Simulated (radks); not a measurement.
These are the eigenvalues of the occupied orbitals of an atom or ion with whole-number occupations (hartree). All-electron calculation, scalar-relativistic Kohn-Sham, LDA (Slater exchange, Perdew-Wang correlation), spin-polarised, spherical densities, point nucleus. Program: a radial shooting solver on a logarithmic mesh with Libxc functionals.

1s down: -1423.027
1s up: -1423.027
2s up: -226.8902
2s down: -226.8889
2p up: -203.4943
2p down: -203.4933
3s up: -48.81012
3s down: -48.80934
3p up: -41.33862
3p down: -41.33779
3d up: -30.57515
3d down: -30.57405
4s up: -10.14582
4s down: -10.14384
4p up: -7.71373
4p down: -7.71181
4d up: -4.19381
4d down: -4.19162
5s up: -1.81495
5s down: -1.80225
5p up: -1.20377
5p down: -1.18733
5d up: -0.46581
7d up: -0.08550

Which element is it, and in what charge state? The configuration may be excited. Open shells, if any, are filled with parallel spins first.

Answer. Z = 57, lanthanum, charge +1: La+ in [Xe] 5d1 7d1. The list shows which subshells hold electrons but not how many an open one holds; the 1s level, -1423 hartree, gives Z - s = 53.3 by -(Z - s)^2/2, which with screening and relativity narrows Z to a few neighbours, and the depths of the outer levels then fix element, charge and occupations together.
